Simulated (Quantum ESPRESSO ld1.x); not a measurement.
The numbers below are computed, except where a source is named.
Species: Nd22+. Configuration: [Kr] 4d1 5p1 (not the ground configuration).

Level of theory: Dirac Kohn-Sham, LDA (Slater exchange, Hedin-Lundqvist correlation), spin-unpolarised, spherical densities, point nucleus; open shells fill j = l - 1/2 first (ld1.x of Quantum ESPRESSO 7.5).

Energy parts (eV):
| part | energy |
|---|---|
| total | -255976 |
| kinetic | 276549 |
| electron-nucleus | -600700 |
| Hartree | 73382 |
| exchange-correlation | -5206 |

Orbitals (lengths in bohr, moments of r in powers of bohr; r(max) is where P^2 peaks; r(90%) holds 90 % of the orbital's charge):
orbital  occ.  eigenvalue (eV)  r(max)  r(90%)  <1/r>  small-component weight
1s1/2       2       -43977.130   0.015  0.0427  66.00                4.95e-02
2s1/2       2        -7663.101   0.086   0.156  15.63                1.08e-02
2p1/2       2        -7288.848   0.066   0.139  15.61                1.09e-02
2p3/2       4        -6769.098   0.070   0.147  14.03                1.02e-02
3s1/2       2        -2151.721   0.243   0.388  5.703                3.40e-03
3p1/2       2        -1992.758   0.230   0.381  5.623                3.35e-03
3p3/2       4        -1887.128   0.241   0.397  5.227                3.16e-03
3d3/2       4        -1612.055   0.193   0.369  5.103                3.04e-03
3d5/2       6        -1588.988   0.196   0.374  5.003                2.98e-03
4s1/2       2         -867.250   0.541   0.799  2.578                1.27e-03
4p1/2       2         -804.035   0.545   0.814  2.503                1.21e-03
4p3/2       4         -775.291   0.563   0.840  2.379                1.16e-03
4d3/2       1         -670.193   0.559   0.865  2.245                1.06e-03
4d5/2       0         -664.290   0.568   0.873  2.215                1.04e-03
5p1/2       1         -432.529    1.05    1.45  1.371                5.78e-04
5p3/2       0         -421.475    1.08    1.48  1.321                5.60e-04

The highest occupied level is 5p1/2 at -432.53 eV. The configuration is held as typed, so some empty levels lie below it. The density falls to 0.001 e/bohr^3 at r = 1.89 bohr. Summed over all electrons, <r^2> = 5.991 bohr^2, which gives a Langevin (diamagnetic) susceptibility term of -4.74 x 10^-6 cm^3/mol.
